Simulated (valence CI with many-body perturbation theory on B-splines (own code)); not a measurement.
# Dy33+: fill in the table

Level of theory: configuration interaction combined with many-body perturbation theory (CI+MBPT): five valence electrons over a frozen Dirac-Fock core [Ar] 3d10, a basis of 11 s, 11 p, 10 d, 8 f, 5 g, 2 h functions for each j, with the one-electron correlation potential Σ1, the two-electron term Σ2, the three-electron term Σ3, Breit, model QED; selected CI, second order for the rest, scaled by the run's own slope (own B-spline code, finite nucleus).

The last digits are not significant, and no measured levels were compared; by estimate large intervals hold to a few tenths of a per cent, small ones and those within an open d or f shell to about a per cent. Among the levels kept, up to 2100 cm⁻¹ of a level comes from second order outside the variational space, and about a tenth of that is noise between levels of different J, which matters for small intervals.

```
                             Level  E (eV)
        (4s^2 4p1/2^2 4p3/2) J=3/2    0.00
        (4s^2 4p1/2 4p3/2^2) J=3/2   46.10
        (4s^2 4p1/2 4p3/2^2) J=5/2   50.68
        (4s^2 4p1/2 4p3/2^2) J=1/2       ?
              (4s^2 4p3/2^3) J=3/2  103.29
        (4s 4p1/2^2 4p3/2^2) J=5/2  122.24
        (4s^2 4p1/2^2 4d3/2) J=3/2       ?
        (4s 4p1/2^2 4p3/2^2) J=1/2       ?
        (4s 4p1/2^2 4p3/2^2) J=3/2  139.61
        (4s^2 4p1/2^2 4d5/2) J=5/2  143.40
          (4s 4p1/2 4p3/2^3) J=3/2  169.44
(4s^2 4p1/2 4p3/2 4d3/2) J=5/2 [a]  171.07
(4s^2 4p1/2 4p3/2 4d3/2) J=1/2 [a]  171.26
(4s^2 4p1/2 4p3/2 4d3/2) J=3/2 [a]  171.95
    (4s^2 4p1/2 4p3/2 4d3/2) J=7/2  175.92
          (4s 4p1/2 4p3/2^3) J=5/2       ?
(4s^2 4p1/2 4p3/2 4d5/2) J=7/2 [a]  182.28
          (4s 4p1/2 4p3/2^3) J=1/2       ?
    (4s^2 4p1/2 4p3/2 4d5/2) J=9/2       ?
(4s^2 4p1/2 4p3/2 4d3/2) J=5/2 [b]  187.46
```

Levels are named by their leading jj configuration (3d3/2^4 stands for four electrons in 3d with j = 3/2), which in mixed levels can hold well under half, so a name can repeat and another be missing. Letters in brackets count levels of one name in rising energy.

Question: The levels stand in rising order. What does the calculation give for the missing energies?

Answer: (4s^2 4p1/2 4p3/2^2) J=1/2 56.43; (4s^2 4p1/2^2 4d3/2) J=3/2 124.28; (4s 4p1/2^2 4p3/2^2) J=1/2 136.47; (4s 4p1/2 4p3/2^3) J=5/2 176.96; (4s 4p1/2 4p3/2^3) J=1/2 185.20; (4s^2 4p1/2 4p3/2 4d5/2) J=9/2 187.22.
